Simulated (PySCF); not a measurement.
**How methods differ on the ionisation energy of Cd³¹⁺**

Cd³¹⁺ [Ne] 3s2 3p5 (2P) → Cd³²⁺ [Ne] 3s2 3p4 (3P), as a difference of total energies. Computed with PySCF 2.14 in an even-tempered Gaussian basis (16 s from 4.4 bohr⁻², ratio 2.5; 11 p from 5.7 bohr⁻², ratio 2.5; 5 d from 27 bohr⁻², ratio 2.7; 4 f from 41 bohr⁻², ratio 2.7), with the non-relativistic Hamiltonian (point nucleus). Correlated levels: outer shells: 1s2 frozen; virtual orbitals above 40 to 60 times the deepest correlated orbital energy dropped. The calculations carry no spin-orbit coupling.

```
                method  ionisation energy (eV)
                   UHF                  1912.5
    MP2 (outer shells)                  1913.5
SCS-MP2 (outer shells)                  1913.4
   CCSD (outer shells)                  1913.4
CCSD(T) (outer shells)                  1913.4
```

Spin-orbit coupling is strong in these open shells (close to jj coupling). The scalar numbers leave it out and a first-order estimate fails, so it can dominate the gap to the real levels.

All relativistic terms are absent from these numbers, so their closeness to the reference says little about the methods.

For comparison: 1917.9 ± 2 eV (semi-empirical (NIST evaluation); NIST Atomic Spectra Database, ionization energies).
